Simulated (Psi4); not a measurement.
Psi4 input (wB97X-D/6-311+G**):

```
memory 1500 MB

molecule {
0 2
C    -2.45534800   -0.27260600   -0.44684200
C    -1.53108800    0.08178900    0.41279500
B    -0.01849900    0.04078700    0.11428200
Cl    1.11811000    0.54446900    1.35778600
Cl    0.61038200   -0.49431500   -1.43250400
H    -3.53197300   -0.34057200   -0.50115900
H    -1.84128800    0.42893400    1.40424600
symmetry c1
no_reorient
no_com
}

set {
  basis 6-311+G**
  reference uks
  scf_type df
  df_basis_scf def2-universal-jkfit
  dft_radial_points 99
  dft_spherical_points 590
  e_convergence 1e-8
  d_convergence 1e-7
  maxiter 150
}

e = energy('wb97x-d')
print_out(f'\nFINAL {e:.10f} DIPOLE {variable("CURRENT DIPOLE")[0]:.6f} {variable("CURRENT DIPOLE")[1]:.6f} {variable("CURRENT DIPOLE")[2]:.6f}\n')
```

Output:

```
   => Loading Basis Set <=

    Name: 6-311+G**
    Role: ORBITAL
    Keyword: BASIS
    atoms 1-2 entry C          line   129 file 6-311pgss.gbs
    atoms 3   entry B          line   108 file 6-311pgss.gbs
    atoms 4-5 entry CL         line   468 file 6-311pgss.gbs
    atoms 6-7 entry H          line    42 file 6-311pgss.gbs

   => WB97X-D: Empirical Dispersion <=

    Chai and Head-Gordon Dispersion Correction
    Chai, J.-D.; Head-Gordon, M. (2010), J. Chem. Phys., 132: 6615-6620

        s6 =       1.000000

         ---------------------------------------------------------
                                   SCF
               by Justin Turney, Rob Parrish, Andy Simmonett
                          and Daniel G. A. Smith
                              UKS Reference
         ---------------------------------------------------------

  ==> Geometry <==

    Molecular point group: c1
    Full point group: C1

    Geometry (in Angstrom), charge = 0, multiplicity = 2:

       Center              X                  Y                   Z               Mass
    ------------   -----------------  -----------------  -----------------  -----------------
         C           -2.455348000000    -0.272606000000    -0.446842000000    12.000000000000
         C           -1.531088000000     0.081789000000     0.412795000000    12.000000000000
         B           -0.018499000000     0.040787000000     0.114282000000    11.009305360000
         CL           1.118110000000     0.544469000000     1.357786000000    34.968852682000
         CL           0.610382000000    -0.494315000000    -1.432504000000    34.968852682000
         H           -3.531973000000    -0.340572000000    -0.501159000000     1.007825032230
         H           -1.841288000000     0.428934000000     1.404246000000     1.007825032230

  Running in c1 symmetry.

  Rotational constants: A =      0.12385  B =      0.08414  C =      0.05010 [cm^-1]
  Rotational constants: A =   3712.82598  B =   2522.45664  C =   1502.00771 [MHz]
  Nuclear repulsion =  220.712944552913058

  Charge       = 0
  Multiplicity = 2
  Electrons    = 53
  Nalpha       = 27
  Nbeta        = 26

  ==> Algorithm <==

  SCF Algorithm Type is DF.
  DIIS enabled.
  MOM disabled.
  Fractional occupation disabled.
  Guess Type is SAD.
[...]
       7A     -7.346141     8A     -7.344209     9A     -7.341140
      10A     -7.339139    11A     -7.338988    12A     -7.337047
      13A     -6.961341    14A     -0.970311    15A     -0.931959
      16A     -0.878418    17A     -0.680745    18A     -0.592536
      19A     -0.573391    20A     -0.517289    21A     -0.497710
      22A     -0.474265    23A     -0.417858    24A     -0.415612
      25A     -0.401420    26A     -0.386575

    Beta Virtual:

      27A     -0.031703    28A     -0.010852    29A      0.051614
      30A      0.068998    31A      0.073081    32A      0.081057
      33A      0.099685    34A      0.102591    35A      0.114582
      36A      0.127502    37A      0.141250    38A      0.145670
      39A      0.155201    40A      0.161064    41A      0.180417
      42A      0.181266    43A      0.185055    44A      0.188442
      45A      0.196811    46A      0.202929    47A      0.208864
      48A      0.213392    49A      0.230059    50A      0.240983
      51A      0.245436    52A      0.278158    53A      0.302805
      54A      0.334205    55A      0.441407    56A      0.449290
      57A      0.451256    58A      0.487073    59A      0.509743
      60A      0.541054    61A      0.545694    62A      0.546640
      63A      0.567655    64A      0.597810    65A      0.617143
      66A      0.632954    67A      0.638107    68A      0.664148
      69A      0.670271    70A      0.697491    71A      0.710611
      72A      0.754292    73A      0.777445    74A      0.812909
      75A      0.821310    76A      0.883116    77A      0.925164
      78A      0.934608    79A      0.942388    80A      0.952939
      81A      0.964137    82A      0.980567    83A      0.986528
      84A      1.025760    85A      1.049994    86A      1.102563
      87A      1.150398    88A      1.193762    89A      1.314190
      90A      1.332147    91A      1.368171    92A      1.423277
      93A      1.475021    94A      1.510122    95A      1.533482
      96A      1.588457    97A      1.662912    98A      1.697845
      99A      1.779850   100A      1.815937   101A      1.901451
     102A      1.981958   103A      2.053283   104A      2.138755
     105A      2.239295   106A      2.257859   107A      2.355294
     108A      2.370364   109A      2.376791   110A      2.396146
     111A      2.399295   112A      2.451416   113A      2.493241
     114A      2.620039   115A      2.648011   116A      2.704241
     117A      2.713660   118A      2.792989   119A      2.833787
     120A      2.992530   121A      3.018000   122A      3.089230
     123A      3.574045   124A      3.721012   125A      4.044385
     126A      9.840831   127A      9.965986   128A     14.440099
     129A     23.750244   130A     24.448627   131A     25.956119
     132A     26.042109   133A     26.051762   134A     26.171709
     135A     26.410099   136A     26.539606   137A    215.916377
     138A    216.056713

    Final Occupation by Irrep:
              A
    DOCC [    26 ]
    SOCC [     1 ]
    NA   [    27 ]
    NB   [    26 ]

  @DF-UKS Final Energy: -1022.65719948946128

   => Energetics <=

    Nuclear Repulsion Energy =            220.7129445529130578
    One-Electron Energy =               -1846.4913323696728185
    Two-Electron Energy =                 655.1561019720219292
    DFT Exchange-Correlation Energy =     -52.0331527675451753
    Empirical Dispersion Energy =          -0.0017608771783164
    VV10 Nonlocal Energy =                  0.0000000000000000
    Total Energy =                      -1022.6571994894612772

  UHF NO Occupations:
  HONO-2 :   25  A 1.9990851
  HONO-1 :   26  A 1.9934404
  HONO-0 :   27  A 1.0000000
  LUNO+0 :   28  A 0.0065596
  LUNO+1 :   29  A 0.0009149
  LUNO+2 :   30  A 0.0002636
  LUNO+3 :   31  A 0.0001831

Computation Completed

Properties will be evaluated at   0.000000,   0.000000,   0.000000 [a0]

Properties computed using the SCF density matrix

 Multipole Moments:

 ------------------------------------------------------------------------------------
     Multipole            Electronic (a.u.)      Nuclear  (a.u.)        Total (a.u.)
 ------------------------------------------------------------------------------------

 L = 1.  Multiply by 2.5417464519 to convert [e a0] to [Debye]
 Dipole X            :         -0.8891552           -0.0000151           -0.8891703
 Dipole Y            :          0.0388352            0.0000246            0.0388598
 Dipole Z            :          0.2159876            0.0000170            0.2160046
 Magnitude           :                                                    0.9158559

 ------------------------------------------------------------------------------------

FINAL -1022.6571994895 DIPOLE -0.889170 0.038860 0.216005

*** Psi4 exiting successfully. Buy a developer a beer!
```

The geometry given is a B3LYP-D3(BJ)/def2-TZVP minimum.
